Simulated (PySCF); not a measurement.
C₂Hf, SMILES [C]1[Hf][C]1 (connectivity only; charge and spin as stated), neutral, multiplicity 1.

The structure is a stationary point at PBE0-D3(BJ)/def2-TZVP. The geometry has at least one imaginary mode, so it is a saddle point at that level. The multiplicity is an assumed one; other spin states were not compared. The def2 effective core potentials stand for the cores of Hf; spin–orbit coupling is left out.

Two levels are set side by side: TDA-PBE/def2-TZVPD (PySCF) and TDA-M06-2X/def2-TZVPD (PySCF). Vertical, same geometry. The lowest singlet is HOMO→LUMO 99 % with PBE and HOMO→LUMO 95 % with the other functional; states are paired by order. Differences are taken from unrounded values.

| quantity | TDA-PBE |
|---|---|
| lowest singlet excitation (eV) | 0.61 |
| lowest triplet excitation (TDA) (eV) | 0.20 |
| first bright state (f over 0.05) (eV) | 2.44 |
| its oscillator strength | 0.14 |

These are the TDA-PBE values. What does TDA-M06-2X give? (An estimate is asked for; the answer gives what the named calculation found.)


| quantity | TDA-M06-2X | TDA-PBE minus TDA-M06-2X |
|---|---|---|
| lowest singlet excitation (eV) | 0.75 | -0.13 |
| lowest triplet excitation (TDA) (eV) | 0.03 | 0.16 |
| first bright state (f over 0.05) (eV) | 2.11 | 0.33 |
| its oscillator strength | 0.12 | 0.02 |

Functionals without exact exchange tend to place singlet excitations lower, as here. Differences between two approximate levels are no errors against the true value.

Rough cost on one machine, each run with all the roots and properties that it gave: TDA-M06-2X against TDA-PBE about 8 times.
